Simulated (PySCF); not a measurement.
**Correlation energy of Be (beryllium, neutral)**

[He] 2s2, closed-shell 1S. Computed with PySCF 2.14 in x2c-SVPall (3s2p, 9 functions), with the spin-free X2C one-electron Hamiltonian (Gaussian nucleus). Frozen: 1s2; 2 electrons correlated.

Total MP2 correlation energy: -22.03 mhartree.

Same-spin part 0.00 and opposite-spin part -22.03 mhartree; SCS-MP2 scales them by 1/3 and 6/5 to -26.43 mhartree.

With two correlated electrons CCSD is exact within the correlated space (frozen core and kept virtual orbitals).

```csv
level,correlation energy (mhartree)
CCSD,-44.19
```

Diagnostics: T1 = 0.019, D1 = 0.0273, largest double amplitude 0.161.

A double-excitation amplitude exceeds 0.15, a sign of near-degeneracy.

Cost of the coupled-cluster step: 0.05 s of wall time on 1 thread of Neoverse-V1 (shared host), for 2 correlated electrons.
